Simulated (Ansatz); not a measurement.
Abridged output of a molecular run in Ansatz:

```
Functional definition: HF
  name "HF"
  cite "Fock, Z. Phys. 61, 126 (1930) doi:10.1007/BF01340294"
  parent pbe
  exchange = exact_x
  correlation = 0
1148 factors; integrals over basis functions are off by at most 1.1e-3 eV
mean field evaluation 1: about -65361.4670 eV, gradient 4.6e1 eV
mean field evaluation 2: about -65361.4712 eV, gradient 4.6e1 eV
mean field evaluation 4: about -65366.4479 eV, gradient 4.6e0 eV
mean field evaluation 8: about -65366.5216 eV, gradient 3.8e-1 eV
mean field evaluation 16: about -65366.4425 eV, gradient 4.6e0 eV
mean field -65366.52257075 eV, -2402.1753974545 hartree, gradient 1.3e-6 eV, S^2 0.000000; 0 other end points of the search recorded, 0 dependent functions left out
17 core orbitals not correlated: weight in the atoms' cores, before any rotation towards them, 1.000 or more for the frozen orbitals, at most 0.000 for the correlated occupied ones
reference -65366.52257075 eV, -2402.1753974545 hartree; 19, 19 occupied and 81, 81 virtual orbitals, 1148 factors
second order -22.47237004 eV of doubles, -0.00000000 eV of singles
cycle   1  -22.17145141 eV  change    3.0e-1 eV  update   1.4e-1
cycle   2  -22.90607928 eV  change   -7.3e-1 eV  update   4.5e-2
cycle   3  -23.09692918 eV  change   -1.9e-1 eV  update   2.7e-2
cycle   4  -23.08795308 eV  change    9.0e-3 eV  update   8.0e-3
cycle   5  -23.08278152 eV  change    5.2e-3 eV  update   4.6e-3
cycle   6  -23.08487290 eV  change   -2.1e-3 eV  update   1.6e-3
cycle   7  -23.08454979 eV  change    3.2e-4 eV  update   6.8e-4
cycle   8  -23.08435208 eV  change    2.0e-4 eV  update   2.2e-4
cycle   9  -23.08441705 eV  change   -6.5e-5 eV  update   9.5e-5
cycle  10  -23.08443919 eV  change   -2.2e-5 eV  update   3.9e-5
perturbative correction -0.74986206 eV, -0.0275569225 hartree
Total energy: -65390.35687200 eV, -2403.0512918702 hartree
```

Its atoms:

Cartesian coordinates in Å:
```
O 0.624 0.240 1.211
Si -1.007 0.198 0.628
C -0.569 -0.339 -1.062
O 0.366 0.619 -1.616
Ga 1.304 -0.647 -0.631
H 0.946 1.085 1.540
H -1.751 -0.786 1.454
H -1.507 1.579 0.868
H -1.185 -0.893 -1.766
H 2.779 -1.055 -0.627
```

Task: Which basis set was used?
A. def2-SVP
B. def2-SVPD
C. cc-pV(Q+d)Z
D. def2-TZVPP

Result: A. It gives 117 functions.

Task: Write the keys of the input that set method, charge and spin (a neutral closed shell needs none for the last two).

Result: 
```yaml
correlation: {method: ccsd_t}
```
